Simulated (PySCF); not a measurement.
C4H6F5P.
Geometry (GFN2-xTB, Å), atoms numbered from 1 in this order:
```xyz
16
C4H6F5P angstrom
C     -1.7595   -0.8594    0.8464
P     -0.5478    0.5258    0.7584
C     -0.9878    1.1880   -0.9053
C      0.9048   -0.5746    0.2109
F      1.1429   -1.4929    1.1796
F      0.6572   -1.2823   -0.9213
C      2.1758    0.2555    0.0109
F      2.3748    1.0424    1.0722
F      3.2734   -0.4751   -0.1653
F      2.0528    1.0565   -1.0532
H     -1.7774   -1.4306   -0.0812
H     -2.7431   -0.4314    1.0314
H     -1.5021   -1.5113    1.6794
H     -0.3087    1.9917   -1.1817
H     -1.9933    1.5983   -0.8266
H     -0.9696    0.4084   -1.6659
```

ESP-fitted charges (e) from the PBE0/pcSseg-1 density (PySCF), one withheld:

```tsv
atom	bonded to	charge
C1	P2 H11 H12 H13	-0.4879
P2	C1 C3 C4	+0.0018
C3	P2 H14 H15 H16	-0.5065
C4	P2 F5 F6 C7	-0.0243
F5	C4	?
F6	C4	-0.0778
C7	C4 F8 F9 F10	+0.6068
F8	C7	-0.1917
F9	C7	-0.1766
F10	C7	-0.1585
H11	C1	+0.1624
H12	C1	+0.2009
H13	C1	+0.1759
H14	C3	+0.1764
H15	C3	+0.2101
H16	C3	+0.1546
```

(1) What is the charge on F5?

(2) Add each hydrogen's charge to the atom that carries it.

(3) Across which bond do the charges differ most?

(4) Take the bonds between elements whose Pauling electronegativities differ by more than 0.25. In how many does the more electronegative atom carry the lower charge?

(5) How much positive and how much negative charge does this set hold in all?

Results:

(1) The charges add up to the total charge, 0. The others sum to +0.0656, which leaves -0.0656 e for F5 (fluorine of a CF2 group).

(2) C1 +0.0513, C3 +0.0346. Atoms without hydrogen keep their charges.

(3) C7–F8: +0.6068 on C7 against -0.1917 on F8, a difference of 0.7985 e. The lower charge is on the more electronegative element of the two (Pauling values: F 3.98, C 2.55).

(4) In 14 of 14.

(5) +1.6889 e on 8 atoms and -1.6889 e on 8.

The ESP scheme fits charges at the nuclei, held to the total charge, to the electrostatic potential on points at 1.4 to 2.0 times the van der Waals radii. Geometry: GFN2-xTB, one conformer, isolated molecule.
